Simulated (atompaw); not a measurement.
dysprosium (Dy): PAW (atompaw) pseudisation with LDA (PW92), scalar-relativistic reference atom.

atompaw 4.2.0.5 was run on this input:

```
Dy 66
LDA-PW scalarrelativistic loggrid 2001 logderivrange -6 5 276
6 6 5 4 0 0
6 1 0
5 2 0.5
4 3 9.5
0 0 0
c
c
c
c
v
v
c
c
c
v
v
c
c
v
v
3
3.00 2.50 2.70 1.75
n
n
y
1.75
n
y
0.55
n
modrrkj vanderbiltortho besselshape
bessel
2.20
3.00
2.30
3.00
3.00
3.00
1.30
1.30
PWSCFOUT
UPFDX 0.0125d0 UPFXMIN -7.d0 UPFZMESH 66.d0
END
```

Command:

```bash
atompaw < Dy.input > Dy.log
```

The program printed (summary file):

```
Completed calculations for Dy (AE)

 Exchange-correlation type: LDA, Perdew-Wang correlation

 Radial integration grid is logarithmic
 r0 =   1.0276580E-04 h =   6.7825429E-03   n =      2001 rmax =   8.0000000E+01

 Scalar relativistic calculation

 AEatom converged in  36 iterations
   nz     =  66.00
   delta  =       2.495937332423E-14

 All Electron Orbital energies:
  n  l      occupancy      energy
  1  0      2.0000000E+00 -3.9407421E+03
  2  0      2.0000000E+00 -6.5651531E+02
  3  0      2.0000000E+00 -1.4631191E+02
  4  0      2.0000000E+00 -2.9105952E+01
  5  0      2.0000000E+00 -3.7514257E+00
  6  0      2.0000000E+00 -3.0792985E-01
  2  1      6.0000000E+00 -5.8277575E+02
  3  1      6.0000000E+00 -1.2367734E+02
  4  1      6.0000000E+00 -2.1646170E+01
  5  1      6.0000000E+00 -1.9910199E+00
  6  1      0.0000000E+00 -9.7273447E-02
  3  2      1.0000000E+01 -9.4513916E+01
  4  2      1.0000000E+01 -1.1486555E+01
  5  2      5.0000000E-01 -1.4135013E-01
  4  3      9.5000000E+00 -4.6023134E-01

 Total energy
   Total                    :   -24298.59379530916340

 ---
 Completed calculations for Dy (SC)

 Exchange-correlation type: LDA, Perdew-Wang correlation

 Radial integration grid is logarithmic
 r0 =   1.0276580E-04 h =   6.7825429E-03   n =      2001 rmax =   8.0000000E+01

 Scalar relativistic calculation

 SCatom converged in   4 iterations
   nz     =  66.00
   delta  =       1.920497355244E-16

 Valence Electron Orbital energies:
  n  l      occupancy      energy
   5  0      2.0000000E+00 -3.7514257E+00
   6  0      2.0000000E+00 -3.0792985E-01
   5  1      6.0000000E+00 -1.9910199E+00
   6  1      0.0000000E+00 -9.7273448E-02
   5  2      5.0000000E-01 -1.4135013E-01
   4  3      9.5000000E+00 -4.6023134E-01

 Total energy
   Total                    :   -24298.59379534031541
   Valence                  :     -761.12596616934491

 PAW parameters:
       lmax =            3
         rc =    3.0018924647753131
        irc =         1517
   rc_shape =    2.5165532147884941
    rc_vloc =    2.7114975976617850
    rc_core =    1.7566309710652610
   Vloc: truncated form - Vps(r)=A.sin(qr)/r for r<rc
   Projector type: modified RKKJ projectors + Vanderbilt ortho.
   Bessel compensation charge shape zeroed at   2.5166E+00

 Number of basis functions     8
 No.   n  nodes  l      Energy         Cp coeff         Occ
  1    5    4    0   -0.3751426E+01  0.3203572E+01  0.2000000E+01
  2    6    5    0   -0.3079299E+00  0.1519020E+03  0.2000000E+01
  3    5    3    1   -0.1991020E+01 -0.1072448E+02  0.6000000E+01
  4    6    4    1   -0.9727345E-01 -0.5552514E+03  0.0000000E+00
  5    5    2    2   -0.1413501E+00  0.1010531E+02  0.5000000E+00
  6  999    3    2    0.1750000E+01  0.3586473E+01  0.0000000E+00
  7    4    0    3   -0.4602313E+00  0.1974462E+00  0.9500000E+01
  8  999    1    3    0.5500000E+00  0.1558056E-02  0.0000000E+00

 Eigenvalues of overlap operator (in the basis of projectors):
    1        6.28400125E-02
    2        7.90182613E-01
    3        1.24337992E+00
    4        3.46739123E+00
    5        6.86796503E+00
    6        1.09783075E+01
    7        2.31101636E+01
    8        1.51781022E+03

 Orbital leakage outside PAW augmentation regions
   orb  is_core?  %out_of_sphere
   1 0    T           0.00
   2 0    T           0.00
   3 0    T           0.00
   4 0    T           0.00
   5 0    F           0.22
   6 0    F          73.84
   2 1    T           0.00
   3 1    T           0.00
   4 1    T           0.00
   5 1    F           1.64
   6 1    F          93.07
   3 2    T           0.00
   4 2    T           0.00
   5 2    F          42.15
   4 3    F           0.54

 Summary of PAW energies
   Total valence energy     :   -761.12725061935146
   Smooth energy            :     93.25753125055213
   One center               :   -854.38478186990358
   Smooth kinetic           :     70.60985314657404
   Vloc energy              :     29.10139274849735
   Smooth exch-corr         :    -14.17365419283943
   One-center xc            :   -495.63624595402263
```

Note: ghost state, extra bound levels that the all-electron valence spectrum of the same l lacks: f at -6.3 eV. A true bound ghost makes a file unfit for plane-wave use.

The run took about 14 s on one core of a shared server CPU.
